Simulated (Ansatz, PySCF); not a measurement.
This triplet is an excited state, 2.50 eV above the relaxed singlet at the level frozen-core CCSD(T)/cc-pVTZ // PBE0-D3(BJ)/def2-TZVP (Ansatz, an electronic-structure program).

Cartesian coordinates (Å):
```xyz
7

N     -1.5043    -0.0785     0.0382
Si     0.0824    -0.6967    -0.2369
N      1.4807     0.2774     0.0295
H     -2.1039     0.1438    -0.7409
H     -2.0360    -0.3851     0.8378
H      2.0745     0.1050     0.8256
H      2.0065     0.6341    -0.7531
```
Charge 0, spin multiplicity 3.

Task: What is the computed total energy, highest occupied spin orbital and dipole moment (PBE0-D3(BJ)/def2-TZVP (PySCF 2.14.0))?

Result: 
```
Property                              Value
-----------------------------  ------------
total energy                   -401.1649 Ha
highest occupied spin orbital      -4.55 eV
dipole moment                     0.053 e·Å
```
